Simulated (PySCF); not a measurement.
H₅Si, SMILES [SiH5-], charge -1. Atoms are numbered in the order given.

```xyz
6

Si     0.0000     0.0000     0.0000
H      0.0000     0.0000     1.6219
H      0.0000     0.0000    -1.6219
H      1.5325     0.0000     0.0000
H     -0.7663     1.3272     0.0000
H     -0.7663    -1.3272     0.0000
```
Charge -1, spin multiplicity 1.

The structure is a stationary point at PBE0-D3(BJ)/def2-TZVPD.

Level of theory: M06-2X/def2-TZVPD (PySCF).

The molecule is in vacuum.

```json
{
  "total_energy": "-292.41042 hartree",
  "point_group": "D3h",
  "highest_occupied_level": "-0.92 eV",
  "lowest_empty_level": "4.80 eV",
  "orbital_gap": "5.72 eV",
  "dipole_moment_about_the_centre_of_nuclear_charge": "0.00 D",
  "mean_static_polarisability": "56.5 bohr³ (8.37 Å³)",
  "polarisability_principal_values": "51.0, 51.0, 67.4 bohr³"
}
```
